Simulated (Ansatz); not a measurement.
The cluster Mg₂N₂, relaxed as a triplet with UKS r2SCAN-D4/def2-TZVP in Ansatz, starting from the r2SCAN-D4/def2-TZVP geometry of the neutral singlet. Force threshold 0.02 eV/Å.

The charge 0 triplet is spin-contaminated (final ⟨S²⟩ up to 2.18, 2.00 for a pure state). The structure comes from a short search, and lower isomers may exist.

Start:

```xyz
4

Mg   -1.2575    0.0989   -0.6445
Mg    1.3682    0.2350    0.2814
N    -0.3649    0.7443    0.9253
N     0.2541   -1.0783   -0.5622
```

```json
{"step": "1", "energy (eV)": "-13861.8392", "largest force component (eV/Å)": "2.085", "SCF passes": "22"}
{"step": "2", "energy (eV)": "-13862.3418", "largest force component (eV/Å)": "0.472", "SCF passes": "38"}
{"step": "3", "energy (eV)": "-13862.4447", "largest force component (eV/Å)": "0.511", "SCF passes": "38"}
{"step": "4", "energy (eV)": "-13862.4655", "largest force component (eV/Å)": "0.041", "SCF passes": "25"}
{"step": "5", "energy (eV)": "-13862.4656", "largest force component (eV/Å)": "0.028", "SCF passes": "28"}
{"step": "6", "energy (eV)": "-13862.4656", "largest force component (eV/Å)": "0.001", "SCF passes": "18"}
```

Force components are those of the run's own axes.

End:

Cartesian coordinates in Å:
```
Mg -1.242 -0.064 -0.438
Mg 1.242 0.064 0.438
N -0.371 1.093 0.893
N 0.371 -1.094 -0.892
```

By distances, no bond broke or formed. The bond that changes most is Mg1–N4, from 1.92 to 1.97 Å (atoms count from 1).

No frequencies were taken in this run, so the end may be a saddle point.

Hardware: 4 threads of Arm Neoverse V2 on a shared host. Wall time 12 s.
